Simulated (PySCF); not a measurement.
C₃H₉NSi₂. Atoms are numbered in the order given.

```xyz
15

C      2.7356    -0.7607     0.1225
C      1.3763    -0.2212    -0.1450
N      0.3801    -0.9621    -0.5246
C     -0.7891    -0.0263    -0.6161
Si    -2.1326    -0.4949     0.6258
Si     0.4095     1.4066    -0.2024
H      2.7509    -1.8475    -0.0519
H      3.4853    -0.2763    -0.5251
H      3.0382    -0.5564     1.1633
H     -1.2277    -0.0384    -1.6312
H     -1.5672    -0.4394     2.0084
H     -2.6546    -1.8700     0.3682
H     -3.2595     0.4837     0.5240
H      0.7546     2.3428    -1.3183
H      0.2059     2.2224     1.0381
```
Charge 0, spin multiplicity 1.

Geometry: r2SCAN-D4/def2-SVP. The structure was generated by enumeration; whether it is a known compound was not checked.

Computed with SMD-M06-2X/6-31G* (PySCF).

Solvation free energies are E(SMD) − E(gas) at the gas-phase geometry, for 1 M in both phases. In vacuum the dipole moment is 1.85 D.

Q: Rank water, chlorobenzene, dimethylsulfoxide by solvation free energy, most negative first.

A: chlorobenzene (-3.1 kcal/mol), dimethylsulfoxide (-1.9 kcal/mol), water (0.3 kcal/mol)
